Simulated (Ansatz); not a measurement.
`OB(Br)Br` + H–F → `FB(Br)Br` + H₂O  (ligand exchange at a B–O bond)

Calculated with Ansatz (gas phase, PBE0-D4/def2-TZVP geometries, no zero-point term in ΔE). CBS: MP2 limit from def2 TZ/QZ plus the TZ coupled-cluster correction, frozen cores. This one scheme is used for every species. DFT in def2-TZVPP. For Br outer-core shells are correlated without core-valence functions, which leaves a few kJ/mol of doubt a bond. Scalar relativity is left out up to krypton. One conformer a species, not always the lowest.

| level | ΔE (kJ/mol) | difference from CCSD(T)/CBS |
| --- | --- | --- |
| r2SCAN-D4 | -2.6 | -4.5 |
| ωB97X-V | -1.2 | -3.1 |
| B2PLYP | -1.6 | -3.5 |
| r2SCAN | -3.0 | -4.9 |
| LC-ωPBE | -0.1 | -2.0 |
| HF/def2-SVP | 0.4 | -1.5 |
| CCSD/def2-SVP | 2.9 | 1.0 |
| CCSD(T)/def2-SVP | 3.2 | 1.3 |
| HF/def2-TZVPP | -5.0 | -6.9 |
| CCSD/def2-TZVPP | 0.5 | -1.4 |
| CCSD(T)/CBS | 1.9 | 0 |

Largest T1 diagnostic among the species: 0.010.

In def2-TZVPP, CCSD(T) changes the Hartree–Fock value by +6.3 kJ/mol (the triples alone add +0.9 kJ/mol) and MP2 by +9.5 kJ/mol. From BLYP to BHLYP (50 % exact exchange), in def2-TZVPP and without D4, ΔE moves by +3.6 kJ/mol.
